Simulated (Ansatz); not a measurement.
Frontier orbitals of BClGaH3 (`Cl[BH][GaH2]`).

The species carries charge 0 and has multiplicity 1. Correlated methods include outer-core shells of Ga, which these sets cover unevenly. Scalar relativity is left out up to krypton. All single points use the PBE0-D4/def2-TZVP geometry. Basis def2-TZVPP, Ansatz 0.2.0.

| functional | HOMO (eV) | LUMO (eV) | gap (eV) |
| --- | --- | --- | --- |
| PBE | -6.20 | -2.98 | 3.22 |
| r2SCAN | -6.45 | -2.70 | 3.75 |
| B97M-V | -6.53 | -2.74 | 3.79 |
| PBE0 | -7.38 | -2.04 | 5.34 |
| BHLYP | -8.47 | -1.09 | 7.38 |
| ωB97M-V | -9.50 | -0.13 | 9.37 |

Problem. What is the vertical ionisation energy at frozen-core CCSD(T)/def2-TZVPP? (An estimate is asked.)

Solution. The calculation gave: 9.68 eV (T1 of the cation 0.022).

From PBE to PBE0 the HOMO moves by −1.18 eV and the LUMO by +0.94 eV, and with ωB97M-V by −3.30 and +2.85 eV, so the gap grows from 3.22 to 9.37 eV with exact exchange. −ε(HOMO) differs from that ionisation energy by −3.48 eV with PBE and −0.18 eV with ωB97M-V.
